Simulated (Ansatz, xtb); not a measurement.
**Two structures of H3OSiZn+**

Structure X: a singlet given by its coordinates. Structure Y: a singlet given by its coordinates. Both are isolated ions in the gas phase, relaxed with PBE-D3(BJ)/def2-SVP.

X (Å):

```yaml
atoms:
  - { symbol: O, position_ang: [-1.4699, -1.1074, 1.5418] }
  - { symbol: Si, position_ang: [-0.5465, -0.0268, 0.7440] }
  - { symbol: Zn, position_ang: [-0.9823, -0.0299, -1.6825] }
  - { symbol: H, position_ang: [-1.4519, -1.2647, 2.5101] }
  - { symbol: H, position_ang: [0.3727, 0.7391, 1.6629] }
  - { symbol: H, position_ang: [-1.2748, -0.0547, -3.1840] }
```

Close contacts (Å): O1–Si2 1.63, Si2–Zn3 2.47, O1–H4 0.98, Si2–H5 1.51, Zn3–H6 1.53.

Y (Å):

```yaml
atoms:
  - { symbol: O, position_ang: [-1.4373, -1.2120, -0.3476] }
  - { symbol: Si, position_ang: [-0.3753, -0.2831, 0.4915] }
  - { symbol: Zn, position_ang: [1.1411, 0.8186, -1.1885] }
  - { symbol: H, position_ang: [0.6301, -0.9826, 1.3504] }
  - { symbol: H, position_ang: [-1.2617, -2.1534, -0.5406] }
  - { symbol: H, position_ang: [-1.0544, 0.9346, 1.0133] }
```

Close contacts (Å): O1–Si2 1.64, Si2–Zn3 2.52, O1–H5 0.98, Si2–H4 1.50, Si2–H6 1.49.

Energies in hartree; the thermal terms are from PBE-D3(BJ)/def2-SVP harmonic frequencies (ideal gas, rigid rotor, one conformer each, 298.15 K, 1 atm) and include the zero-point energy:

|  | X | Y |
| --- | --- | --- |
| E, CCSD(T)/def2-TZVP | −2144.115887 | −2144.139347 |
| zero-point energy | 0.027928 | 0.030380 |
| H(298 K) − E | 0.034316 | 0.036358 |
| G(298 K) − E | −0.001214 | 0.001449 |

Problem. Work out ΔE, ΔE₀, ΔH and ΔG for X → Y in kcal/mol (1 Eh = 627.51 kcal/mol) and the equilibrium ratio [Y]/[X].

Solution. 1. ΔE = −2144.139347 − (−2144.115887) = −0.023460 Eh = −14.72 kcal/mol.
2. ΔE₀ = ΔE + ΔZPE = −0.023460 + (+0.002452) Eh = −13.18 kcal/mol.
3. ΔH = ΔE + (+0.002042) Eh = −13.44 kcal/mol.
4. ΔG = ΔE + (+0.002663) Eh = −13.05 kcal/mol, so ΔS = (ΔH − ΔG)/T = −5.5 J/(mol K).
5. kT = 0.9442 mEh, so K = [Y]/[X] = exp(−ΔG/kT) = exp(+22.03) ≈ 3.7 × 10^9.

Structure Y is favoured at this temperature. An error of 1 kcal/mol in ΔG would change K by a factor of 5.4. Mirror images and further conformers aren't counted.

Other levels gave ΔE = −15.4 (PBE-D3(BJ)/def2-SVP); −13.2 (HF/def2-TZVP); −14.2 (MP2/def2-TZVP) kcal/mol. The correlated steps freeze 11 core orbitals; the last core shell of Zn is correlated, in a basis made for valence electrons. Programs: Ansatz 0.2.0.
